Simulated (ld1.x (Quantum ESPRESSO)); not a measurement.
## Sb (Z = 51): TM pseudisation with PBEsol, scalar-relativistic reference atom.

```
Element                 : antimony
Generator               : ld1.x (Quantum ESPRESSO) 7.5
Type                    : norm-conserving Troullier–Martins (Kleinman–Bylander form)
Functional              : PBEsol
Relativity              : scalar-relativistic
Frozen core             : [Kr] 4d10
Valence charge          : 5
Reference configuration : 5s2 5p1 (charge +2)
Partial waves           : 5p (bound): rc 2.35 bohr; 5d channel at 0.3 Ry: rc 1.90 bohr; 5s (bound): rc 1.60 bohr
Local potential         : the s channel
Core correction         : none
```

Calculated quality:

```json
{"Cutoffs needed": "35 Ry and 90 Ry (the cutoffs (Ry, on a coarse ladder) from which the occupation-weighted sum of valence levels, in a spherical-Bessel basis at the reference potential, stays within 10 and 1 mRy of its value at 400 Ry)", "Ghost test": "ghost state, extra bound levels that the all-electron valence spectrum of the same l lacks: d at -173.0 eV; a true bound ghost makes a file unfit for plane-wave use (spherical-Bessel basis up to 400 Ry, 20 bohr box)", "Largest excitation error": "+30 meV (all-electron minus pseudo) for 5s0 5p5, out of 7 test configurations"}
```

Generation and tests took about 6.4 s on one core of a shared server CPU.
